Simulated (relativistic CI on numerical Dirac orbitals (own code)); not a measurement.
# Sn²⁹⁺: what numerical and physical settings do to a radial Dirac CI calculation

Reference input:

```
atom Sn  Z=50  charge=29  electrons=21
nucleus A=120  rms_radius_fm=4.6519
hamiltonian dirac-coulomb  breit=on  qed=on  c_scale=1
orbitals kli  potential=per-configuration
slater_scale 1
correlation none
mixing on
grid step=0.0125 r_max=3.9
scf mixing=0.4 start=green max_iterations=150 tolerance=2e-08 node_fill=0.05
configurations
  [Ar] 3d3
end
```

Computed lowest total energy -5607.65515 Ha, first excitation 52531.5 cm⁻¹, 10 SCF steps. Runs with settings changed; * marks those that are bad on purpose (the QED terms keep the true α when c is scaled):

```csv
Changed,Outcome,Lowest level,ΔE (Ha),First excitation (cm⁻¹),SCF steps,Message
"SCF tolerance 1e-06, speed of light × 10",converged,3d3 4F_3/2,146,295.0,8,
"speed of light × 1.25, SCF tolerance 0.0001, Breit term off",converged,3d3 4F_3/2,52.7,30376.6,7,
"end of the grid at 2.73 bohr, grid step 0.006, start potential thomas-fermi",converged,3d3 4F_3/2,-0.000101,52531.5,9,
grid step 0.03,converged,3d3 4F_3/2,0.000268,52531.5,10,
end of the grid at 0.12 bohr *,not converged,,,,1,SCF of 1s2 2s2 2p6 3s2 3p6 3d3 stopped: an orbital could not be found
grid step 0.15 *,converged,3d3 4F_3/2,0.0285,52855.7,11,orbitals of one symmetry overlap by 5.3e-05
```
